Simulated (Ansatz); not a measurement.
Input file for Ansatz (an electronic-structure program): R-r2SCAN/def2-TZVPP on H4SSn (SMILES [SH][SnH3]), a point of a torsion scan. Elements past Kr take the def2 small-core potentials; no spin–orbit coupling.

Ansatz 0.2 input:
```yaml
crystal:
  periodic: [false, false, false]
  atoms:
    - {symbol: S, position_ang: [1.65767767, 0.80671568, -0.28792594]}
    - {symbol: Sn, position_ang: [-0.58280779, 0.00985464, -0.02310377]}
    - {symbol: H, position_ang: [2.23125637, -0.30440520, 0.14320729]}
    - {symbol: H, position_ang: [-0.58310702, -1.27878454, 1.04579427]}
    - {symbol: H, position_ang: [-1.20598762, -0.49927928, -1.49018367]}
    - {symbol: H, position_ang: [-1.51752043, 1.25340976, 0.57369716]}
basis:
  gaussian:
    orbitals: def2-TZVPP
hamiltonian:
  xc: {name: r2SCAN}
scf: {lower_state_search: off}
```

Program output:

```
WARN ansatz: RAYON_NUM_THREADS=1 ignored (pool sized by the plan → 1); use --threads N
Functional definition: r2SCAN
these checks for a lower state are left out or cut short: stability, starts, cluster_reference, orbital_swaps, neighbouring_geometries, increment
integrals: 0.06 GiB planned
908 factors; their error is unknown
mean field: 0.45 GiB planned
mean field evaluation 1: about -16732.8987 eV, gradient 2.0e1 eV
mean field evaluation 2: about -16732.9466 eV, gradient 2.1e1 eV
mean field evaluation 4: about -16733.8872 eV, gradient 1.2e0 eV
mean field evaluation 8: about -16733.8800 eV, gradient 1.9e-1 eV
mean field evaluation 16: about -16733.8801 eV, gradient 8.1e-6 eV
mean field -16733.88007025 eV, -614.9587499505 hartree, gradient 8.3e-6 eV, S^2 0.000000; 0 other end points of the search recorded, 0 dependent functions left out
reference -16733.88008369 eV, -614.9587504444 hartree; 21, 21 occupied and 127, 127 virtual orbitals, 908 factors
Total energy: -16733.88008369 eV, -614.9587504444 hartree
Checks for a lower state left out: stability, starts, cluster_reference, orbital_swaps, neighbouring_geometries, increment
```

Self-consistency was reached.

Cost: around 1.7 core-seconds (rough).
